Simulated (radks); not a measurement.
Question: The mean radii <r> (bohr) of the occupied orbitals of an atom or ion are listed with their occupations. All-electron calculation, scalar-relativistic Kohn-Sham, LDA (Slater exchange, VWN5 correlation), spin-polarised, spherical densities, finite nucleus; Fermi nuclear charge, rms radius of each element as measured or else 0.836 A^(1/3) + 0.57 fm. Program: a radial shooting solver on a logarithmic mesh with Libxc functionals.

orbital  occ.      <r>
1s          2  0.02784
2s          2   0.1200
2p          6   0.1048
3s          2   0.3226
3p          6   0.3206
3d         10   0.2969
4s          2   0.7639
4p          6   0.8195
4d         10   0.9608
5s          2    1.861

Name the element and its charge. Open shells, if any, are filled with parallel spins first.

Answer: Z = 52, tellurium, charge +4: Te4+ in [Kr] 4d10 5s2. The 1s radius gives Z: for a bare nucleus <r> = (2 gamma + 1)/(2Z) with gamma = sqrt(1 - (Z/c)^2), 0.02741 bohr for Z = 52, and screening makes it slightly larger (0.02784 here). The occupations add up to 48, and the charge is Z minus that.
